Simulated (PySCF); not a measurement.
**Bonding in `CC(=O)c1ncsn1`**

Species: C₄H₄N₂OS.
SMILES with atom numbers: `[CH3:1][C:2](=[O:3])[c:4]1[n:5][cH:6][s:7][n:8]1` (hydrogens: H9, H10, H11 on C1; H12 on C6)

Structure used (GFN2-xTB), in Å, numbered top down from 1:
```xyz
12
C4H4N2OS angstrom
C     -1.8551    0.3867   -0.2501
C     -0.9980   -0.2595    0.8010
O     -1.4158   -0.7034    1.8393
C      0.4437   -0.3052    0.4385
N      0.9023    0.3145   -0.6780
C      2.1729    0.1450   -0.7766
S      2.8023   -0.8040    0.5360
N      1.3262   -0.9349    1.1768
H     -1.8054   -0.2035   -1.1628
H     -2.8829    0.4494    0.0957
H     -1.4698    1.3767   -0.4802
H      2.7808    0.5375   -1.5657
```

Bond orders from the PBE0/pcSseg-1 density (PySCF). One conformer (not necessarily the lowest) at the GFN2-xTB geometry, without solvent, vibrations or thermal averaging.

Problem. Where do the orders between heavy atoms depart from those drawn in the SMILES?

Solution. The largest departure is 0.319, at C6–S7 (drawn aromatic, 1.181), counting aromatic bonds as 1.5. Drawn single, order below 0.88: C2–C4 (0.871). The bonds drawn aromatic range from 1.18 to 1.67.

Problem. Give the Mayer order of every bond between heavy atoms, beside its length.

Solution. 
```
 bond  drawn as  length (Å)  Mayer order
C1–C2    single       1.502        1.038
C2–O3    double       1.204        2.073
C2–C4    single       1.487        0.871
C4–N5  aromatic       1.357        1.256
N5–C6  aromatic       1.286        1.671
C6–S7  aromatic       1.738        1.181
S7–N8  aromatic       1.615        1.235
N8–C4  aromatic       1.312        1.558
```

By pair of heavy elements: C–C: lowest C2–C4 (0.871, 1.487 Å), highest C1–C2 (1.038, 1.502 Å); in 1 of the 1 pairs the longer bond (by over 0.003 Å) has the higher order (by 0.02 or more). C–N: lowest C4–N5 (1.256, 1.357 Å), highest N5–C6 (1.671, 1.286 Å).

Problem. And the bonds to hydrogen?

Solution. C–H: 0.94 to 0.95 (4 bonds).

Problem. Sum the orders of all bonds at each heavy atom with more than one neighbour and set the sums beside the valence in the SMILES.

Solution. C1 3.864 (drawn 4), C2 3.982 (drawn 4), C4 3.685 (drawn 4), N5 2.927 (drawn 3), C6 3.804 (drawn 4), S7 2.416 (drawn 2), N8 2.793 (drawn 3). Orders between atoms that aren't bonded are not in these sums.

The Mayer order sums products of elements of PS (density times overlap matrix) between the two atoms' basis functions, so it depends on the basis set.
